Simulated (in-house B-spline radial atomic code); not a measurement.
Ionisation energies with and without relativity, with size and susceptibility from the Dirac run. Dirac energy differences include first-order Breit, QED and recoil terms. NIST's values go from ground level to ground level; the uncertainty of those that are theory runs from under 0.1 % in few-electron ions to several per cent in heavy many-electron ones. Computed with a B-spline radial code for spherical atoms: non-relativistic Hartree-Fock and Dirac-Hartree-Fock, averages of the configuration (point nuclei without relativity, finite nuclei with it).

| ion | configuration | configuration after | ionisation non-relativistic (eV) | ionisation Dirac Breit and QED (eV) | tabulated value (eV) | tabulated kind | radius at density 0.001 (bohr) | diamagnetic susceptibility (10⁻⁶ cm³/mol) |
| --- | --- | --- | --- | --- | --- | --- | --- | --- |
| Co4+ | [Ar] 3d5 | [Ar] 3d4 | 75.83 | 75.43 | 79.5 | semi-empirical | 2.448 | -8.6586 |
| Ni4+ | [Ar] 3d6 | [Ar] 3d5 | 78.54 | 78.10 | 76.06 | semi-empirical | 2.419 | -8.6128 |
| Cu4+ | [Ar] 3d7 | [Ar] 3d6 | ? | ? | ? | semi-empirical | ? | ? |
| Zn4+ | [Ar] 3d8 | [Ar] 3d7 | 83.84 | 83.31 | 82.6 | semi-empirical | 2.359 | -8.4729 |
| Ga4+ | [Ar] 3d9 | [Ar] 3d8 | 86.44 | 85.86 | 86.01 | semi-empirical | 2.33 | -8.3872 |
| Ge4+ | [Ar] 3d10 | [Ar] 3d9 | ? | ? | ? | measured | ? | ? |
| As4+ | [Ar] 3d10 4s1 | [Ar] 3d10 | 60.82 | 61.66 | 62.77 | measured | 2.862 | -9.9091 |
| Se4+ | [Ar] 3d10 4s2 | [Ar] 3d10 4s1 | 64.64 | 65.56 | 68.3 | semi-empirical | 2.966 | -11.174 |
| Br4+ | [Ar] 3d10 4s2 4p1 | [Ar] 3d10 4s2 | 58.17 | 58.32 | 59.595 | measured | 3.063 | -12.591 |
| Kr4+ | [Ar] 3d10 4s2 4p2 | [Ar] 3d10 4s2 4p1 | ? | ? | ? | semi-empirical | ? | ? |
| Rb4+ | [Ar] 3d10 4s2 4p3 | [Ar] 3d10 4s2 4p2 | 66.51 | 66.71 | 68.44 | tabulated theory | 3.044 | -14.406 |
| Sr4+ | [Ar] 3d10 4s2 4p4 | [Ar] 3d10 4s2 4p3 | 70.78 | 71.01 | 70.7 | semi-empirical | 3 | -14.964 |
| Zr4+ | [Ar] 3d10 4s2 4p6 | [Ar] 3d10 4s2 4p5 | 79.56 | 79.85 | 80.348 | semi-empirical | 2.894 | -15.633 |
| Nb4+ | [Kr] 4d1 | [Ar] 3d10 4s2 4p6 | 49.93 | 49.37 | 50.5728 | measured | 2.998 | -16.598 |
| Mo4+ | [Kr] 4d2 | [Kr] 4d1 | 52.94 | 52.35 | 54.417 | semi-empirical | 3.028 | -17.247 |

Q: Fill in the row of Cu4+.

A: ionisation non-relativistic (eV): 81.21; ionisation Dirac Breit and QED (eV): 80.72; tabulated value (eV): 79.8; radius at density 0.001 (bohr): 2.389; diamagnetic susceptibility (10⁻⁶ cm³/mol): -8.5494.

Q: Fill in the row of Ge4+.

A: ionisation non-relativistic (eV): 89.00; ionisation Dirac Breit and QED (eV): 88.38; tabulated value (eV): 90.5; radius at density 0.001 (bohr): 2.301; diamagnetic susceptibility (10⁻⁶ cm³/mol): -8.2947.

Q: Fill in the row of Kr4+.

A: ionisation non-relativistic (eV): 62.30; ionisation Dirac Breit and QED (eV): 62.48; tabulated value (eV): 64.69; radius at density 0.001 (bohr): 3.071; diamagnetic susceptibility (10⁻⁶ cm³/mol): -13.637.
